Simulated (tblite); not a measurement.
Isomers of C5H9OPSi. Computed with GFN2-xTB (tblite): harmonic, unscaled wavenumbers at the GFN2-xTB geometry, gas phase. This tight-binding method is rough: wavenumbers can miss measured ones by several per cent, in bad cases by 10 to 20. Modes of hydrogen on phosphorus and silicon can be 10 to 20 % off. One conformer each.

Electronic energies: GFN2-xTB at the same geometries; isomer energies are rough at this level and their order can be wrong.

```tsv
SMILES	electronic energy, lowest = 0 (kJ/mol)
CC(=O)C#C[Si@@H](C)P	259.6
C#C[Si@@H](P)O/C=C/C	165.7
CC1=C[P@@H](=O)C([SiH3])=C1	0.0
O=C[Si]1(P)CC=CC1	247.4
```

Question: How do GFN2-xTB zero-point energies change the relative energies?

Answer: 
| SMILES | ZPE (kJ/mol) | of it from modes above 1550 cm⁻¹ | electronic (kJ/mol) | with ZPE, lowest = 0 (kJ/mol) | lowest mode (cm⁻¹) | rings |
| --- | --- | --- | --- | --- | --- | --- |
| CC1=C[P@@H](=O)C([SiH3])=C1 | 311.6 | 164.5 | 0.0 | 0.0 | 63 | 1 |
| C#C[Si@@H](P)O/C=C/C | 311.2 | 175.5 | 165.7 | 165.3 | 42 | 0 |
| O=C[Si]1(P)CC=CC1 | 320.1 | 172.4 | 247.4 | 255.9 | 16 | 1 |
| CC(=O)C#C[Si@@H](C)P | 309.2 | 173.9 | 259.6 | 257.3 | 13 | 0 |

The zero-point energies span 10.9 kJ/mol, from `CC(=O)C#C[Si@@H](C)P` to `O=C[Si]1(P)CC=CC1`. The order is unchanged.
